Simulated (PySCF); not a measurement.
**Radial density of Hg⁷⁰⁺ (mercury, charge +70)**

TPSS, [Ne], closed-shell 1S. Computed with PySCF 2.14 in an even-tempered Gaussian basis (18 s from 51 bohr⁻², ratio 2.2; 13 p from 66 bohr⁻², ratio 2.2; 5 d from 260 bohr⁻², ratio 2.4; 5 f from 390 bohr⁻², ratio 2.4; 4 g from 580 bohr⁻², ratio 2.4), with the spin-free X2C one-electron Hamiltonian (Gaussian nucleus).

```tsv
r (bohr)	4πr²ρ (e/bohr)
0.0141	103.2
0.0238	86.59
0.0400	113.4
0.0672	102.6
0.113	22.59
0.190	0.4522
0.320	0.0001926
```

Densities and radii are taken from the X2C orbitals without a picture-change correction, which distorts them close to the nucleus.

Spin-orbit coupling, which splits the p, d and f shells strongly at this Z, is absent.
